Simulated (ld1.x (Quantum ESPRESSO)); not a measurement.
# Before and after: RRKJ potential for iron (Fe)

ld1.x (Quantum ESPRESSO) 7.5 input, shortened:

```
&input
   title='Fe', zed=26., rel=1, dft='PZ', iswitch=3,
   config='[Ar] 3d6 4s1.75 4p0.25'
 /
 &inputp
   pseudotype=2, tm=.false., rho0=0.001, lloc=1,
   nlcc=.true., new_core_ps=.true., rcore=1.15
 /
3
4S  1  0   1.75   0.00  2.10  2.10  0.0
3D  3  2   6.00   0.00  1.65  1.65  0.0
4P  2  1   0.25   0.00  2.75  2.75  0.0
 &test
   configts(1)='3d6 4s1.75 4p0.25'
 /
```

All-electron outer shells of the reference configuration (LDA (PZ), scalar-relativistic, ld1.x):

```csv
shell,level (eV),outermost node (bohr),outermost maximum (bohr)
3s,-93.97,0.33,0.70
3p,-60.39,0.30,0.72
3d,-8.19,–,0.71
4s,-5.78,1.01,2.38
4p,-1.67,1.10,3.25
```

Change: local potential the d channel.

Cutoffs: the cutoffs (Ry, on a coarse ladder) from which the occupation-weighted sum of valence levels, in a spherical-Bessel basis at the reference potential, stays within 10 and 1 mRy of its value at 400 Ry; they do not see the model core or the augmentation charge, which bear on the density cutoff. Errors are all-electron minus pseudo energies relative to the spin-unpolarised reference configuration.

Task: Predict the effect on cutoff, ghosts and configuration errors.

Result: The potential gets harder (70 Ry and 100 Ry → 100 Ry and 160 Ry); the bound ghosts move from s to p, s; the number of tests that count goes from 9 to 8; of the 8 tests that both files solve, the error grows in 0 and shrinks in 5 by more than 15 % and 0.3 meV (median size 120.1 → 84.5 meV). In the separable form a ghost depends on how the local part lies against the semilocal potential of the channel, so the choice of the local part can create or remove one.

| quantity | base | changed |
| --- | --- | --- |
| cutoff, loose | 70 Ry | 100 Ry |
| cutoff, tight | 100 Ry | 160 Ry |
| loose cutoff by channel (10 mRy a level) | s 8 Ry, d 60 Ry, p 6 Ry | s 8 Ry, p 6 Ry, d 80 Ry |
| bound ghosts | s | s, p |
| tests counted (converged, no solver errors) | 9 of 9 | 8 of 9 |
| error for 3d6 4s2 4p0, meV [ΔE -1.02 eV] | -0.3 | 0.0 |
| error for 3d6 4s1 4p0, meV [ΔE 7.96 eV] | -13 | -4.5 |
| error for 3d6 4s0 4p0, meV [ΔE 24.45 eV] | -34 | -36 |
| error for 3d5 4s0 4p0, meV [ΔE 58.98 eV] | -429 | -189 |
| error for 3d7 4s0 4p0, meV [ΔE 5.84 eV] | -324 | -250 |
| error for 3d6.5 4s1.5 4p0, meV [ΔE -1.77 eV] | -92 | -42 |
| error for 3d6 4s1.75 4p0.25 (spin-polarised), meV [ΔE -3.56 eV] | +155 | +127 |
| error for 3d6 4s2 4p0 (spin-polarised), meV [ΔE -4.41 eV] | +149 | +132 |
| s: phases at 3.00 bohr within 0.05 rad from the reference energy up to (Ry; the scan ends near 5) | 1.6 | 1.8 |
| p: phases at 3.00 bohr within 0.05 rad from the reference energy up to (Ry; the scan ends near 5) | 2.5 | 3.0 |
| d: phases at 3.00 bohr within 0.05 rad from the reference energy up to (Ry; the scan ends near 5) | 0.2 | 0.7 |

Base: These tests converged, but a pseudo level misses the all-electron one widely, so the file describes the atom poorly there or has found another state: 3d5 4s0 4p0: empty 4s by 6.8 eV. Changed file: Tests not counted: 3d6 4s0 4p2 (solver errors, printed error -11.0 eV). These tests converged, but a pseudo level misses the all-electron one widely, so the file describes the atom poorly there or has found another state: 3d6 4s0 4p0: empty 4p by 3.1 eV (a node warning on the way). A true bound ghost makes a file unfit for plane-wave use even where its test errors are small: the radial tests pick states by their node count and pass the ghost by. Where a test does run into it, the solver fails or the error is huge.
